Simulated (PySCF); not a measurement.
# Pb(SH)4: from a saddle point downhill

PySCF 2.14.0, RKS PBE0, Pb def2-SVP with ECP60, S def2-SVP, H def2-SVP; non-relativistic Hamiltonian with scalar-relativistic core potentials where named; density fitting; no spin-orbit coupling. Relaxed within the symmetry of its start, the geometry (S4) is

```xyz
9

Pb    0.0000    0.0000    0.0000
S     1.4544    1.5473    1.3379
H     2.4164    0.6058    1.4711
S    -1.4544   -1.5473    1.3379
H    -2.4164   -0.6058    1.4711
S     1.5473   -1.4544   -1.3379
H     0.6058   -2.4164   -1.4711
S    -1.5473    1.4544   -1.3379
H    -0.6058    2.4164   -1.4711
```

and its lowest harmonic modes are -55, 61, 79, 79, 84, 93 cm⁻¹ (negative: unstable). It was moved along the lowest mode and relaxed again, within the group S4 that the move left.

(1) Where does it end, and how much lower?

(2) How do the contacts change?

(3) Is the end a minimum?

State: singlet.

## Answers

(1) In S4, 0.002 eV lower, after 2 steps:
```xyz
9

Pb    0.0000    0.0000   -0.0002
S     1.4679    1.5424    1.3317
H     2.5140    0.6887    1.2538
S    -1.4679   -1.5424    1.3317
H    -2.5140   -0.6887    1.2538
S     1.5427   -1.4674   -1.3323
H     0.6873   -2.5124   -1.2578
S    -1.5427    1.4674   -1.3323
H    -0.6873    2.5124   -1.2578
```

(2) 
| contact | saddle (Å) | end (Å) |
| --- | --- | --- |
| Pb1–S2 (SH) | 2.510 | 2.511 |
| Pb1–S4 (SH) | 2.510 | 2.511 |
| Pb1–S6 (SH) | 2.510 | 2.511 |
| Pb1–S8 (SH) | 2.510 | 2.511 |


(3) Yes, as far as the noise of the softest modes lets one tell (those above −25 cm⁻¹ count as noise); lowest modes 27, 70, 77, 85, 85, 95 cm⁻¹.
